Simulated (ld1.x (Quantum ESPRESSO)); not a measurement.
Results of a calculation; reference values are marked as such.
Potentials for O (Z = 8) compared

Generated with ld1.x 7.5 (TM, RRKJ, ultrasoft, PAW), atompaw 4.2 or ONCVPSP 4.0.1. The cutoff is in Ry: for ld1.x and atompaw files where the sum of valence levels is converged to 10 mRy in a Bessel basis, for ONCV files where the hardest occupied wave has 1 mHa per electron of residual kinetic energy. The error is the largest all-electron minus pseudo excitation energy over each file’s own four to seven test configurations (ionisations up to +4, promotions, holes and added fractions of an electron), all of which were solved. The labels leave out finer settings (local radius, basis sizes, second energies), which also bear on the numbers. Spin-polarised tests are not counted. The rows are a selection from randomly drawn settings: files with unsolved tests, undetermined cutoffs or missed reference levels are left out.

| potential | cutoff (Ry) | largest error (meV) | bound ghosts |
| --- | --- | --- | --- |
| PAW, PBE, non-relativistic, rc 0.85/1.75/1.25 (spd), local smoothed, core correction yes, reference 2s2 2p4 | 30 | -43 | none |
| TM, PBEsol, scalar-relativistic, rc 0.95/0.95/0.95 (spd), local s, core correction no, reference 2s2 2p4 | 120 | +654 | none |
| ultrasoft, LDA (PZ), scalar-relativistic, rc 1.05/1.35/1.20 (spd), local smoothed, core correction yes, reference 2s1 2p5 | 40 | +110 | none |
| TM semilocal, LDA (PZ), non-relativistic, rc 0.65/0.95 (sp), local s, core correction yes, reference 2s2 2p4 | 160 | +429 | none |
| TM semilocal, PW91, scalar-relativistic, rc 0.65/1.00/1.05 (spd), local p, core correction no, reference 2s2 2p4 | 160 | +764 | none |
| PAW, PBEsol, scalar-relativistic, rc 0.80/1.65/1.80 (spd), local smoothed, core correction yes, reference 2s2 2p4 | 45 | -12 | none |

Question: Fill in the row for O: RRKJ, Wu–Cohen, fully relativistic, rc 0.90/1.55/1.25 (spd), local smoothed, core correction yes, reference 2s2 2p4.

Answer: cutoff 140 Ry, largest error +3141 meV, bound ghosts: none.

Question: Fill in the row for O: TM, PBE, scalar-relativistic, rc 0.70/1.10/0.85 (spd), local smoothed, core correction no, reference 2s2 2p4.

Answer: cutoff 100 Ry, largest error +243 meV, bound ghosts: none.

Question: Fill in the row for O: TM, PBEsol, scalar-relativistic, rc 0.75/1.10/0.80 (spd), local smoothed, core correction yes, reference 2s2 2p3.

Answer: cutoff 100 Ry, largest error +518 meV, bound ghosts: none.
